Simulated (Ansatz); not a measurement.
A nudged elastic band was laid between two geometries of FH₃OSb₂ (7 atoms, charge 0, multiplicity 1).

All numbers below come from RKS B3LYP/def2-SVP in Ansatz 0.2.0.

```yaml
movable_images: 5
climbing_image: yes
spring: 5.0 eV/Å²
optimiser: quadratic models (default)
start_path: IDPP
force_threshold: 0.03 eV/Å
iteration_limit: 60
end_points: relaxed
```

First end point:

```xyz
7
Properties=species:S:1:pos:R:3
O -0.611 -1.671 0.663
Sb 0.674 -0.331 1.369
F 2.246 -0.918 0.355
Sb 0.219 1.807 -0.552
H -0.733 -1.610 -0.297
H -1.374 2.039 0.076
H -0.359 0.616 -1.660
```

Last end point:

```xyz
7
Properties=species:S:1:pos:R:3
O -0.455 -1.664 1.420
Sb 0.767 -0.136 1.048
F 2.029 -1.095 -0.106
Sb -0.638 0.893 -1.269
H -0.761 -2.113 0.618
H -1.503 1.998 -0.261
H 0.623 2.049 -1.496
```

Task: Which bonds break or form, and what moves?

Result: No bond is made or broken. The height of Sb4 over the plane of its neighbours goes from -1.13 to 1.12 Å.

Task: Give the energies along the band, and the barrier.

Result: The forces met the threshold. The highest image is number 3 of 0 to 6, 1.45 eV above the first end and 1.47 eV above the last; the last end lies 0.02 eV below the first. Neighbouring images differ by up to 1.4 eV, so the band resolves the path poorly. A vibrational analysis at the climbing image gives one clearly imaginary mode, 634i cm⁻¹: a first-order saddle point.

```json
{"image": "0", "path coordinate (Å)": "0.00", "energy (eV)": "0.00", "height of Sb4 over the plane of its neighbours (Å)": "-1.13"}
{"image": "1", "path coordinate (Å)": "0.99", "energy (eV)": "0.02", "height of Sb4 over the plane of its neighbours (Å)": "-1.12"}
{"image": "2", "path coordinate (Å)": "1.98", "energy (eV)": "0.14", "height of Sb4 over the plane of its neighbours (Å)": "-1.00"}
{"image": "3", "path coordinate (Å)": "2.97", "energy (eV)": "1.45", "height of Sb4 over the plane of its neighbours (Å)": "-0.04"}
{"image": "4", "path coordinate (Å)": "4.35", "energy (eV)": "0.08", "height of Sb4 over the plane of its neighbours (Å)": "1.06"}
{"image": "5", "path coordinate (Å)": "5.72", "energy (eV)": "0.02", "height of Sb4 over the plane of its neighbours (Å)": "1.12"}
{"image": "6", "path coordinate (Å)": "7.09", "energy (eV)": "-0.02", "height of Sb4 over the plane of its neighbours (Å)": "1.12"}
```

Task: What is the geometry of the highest image?

Result: 
```xyz
7
Properties=species:S:1:pos:R:3
O -0.614 -1.848 0.926
Sb 0.432 -0.220 1.377
F 2.010 -1.127 0.630
Sb -0.362 1.428 -0.700
H -0.020 -2.473 0.478
H -0.501 3.096 -0.493
H -0.885 1.076 -2.264
```

The run took 9.6 min on 2 threads of Intel(R) Xeon(R) Platinum 8488C (Sapphire Rapids), on a shared host, peak memory 0.25 GiB.
